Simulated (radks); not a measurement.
Task: All-electron atom: Cl III in [Ne] 3s2 3p2 3d1 (not the ground configuration). Method: non-relativistic Kohn-Sham, SCAN, spin-unpolarised, spherical densities, point nucleus; meta-GGA in the generalised Kohn-Sham scheme; computed with a radial shooting solver on a logarithmic mesh with Libxc functionals. Some entries of the table are withheld. Estimate them.

| orbital | occ. | eigenvalue (eV) | r(max) (bohr) |
|---|---|---|---|
| 1s | 2 | (1) | (2) |
| 2s | 2 | -287.6341 | 0.3626 |
| 2p | 6 | -226.2866 | 0.3021 |
| 3s | 2 | (3) | 1.251 |
| 3p | 2 | (4) | 1.339 |
| 3d | 1 | (5) | 1.598 |

Result: 
(1) 1s eigenvalue (eV): -2788.328
(2) 1s r(max) (bohr): 0.05993
(3) 3s eigenvalue (eV): -47.2980
(4) 3p eigenvalue (eV): -33.4938
(5) 3d eigenvalue (eV): -14.5756
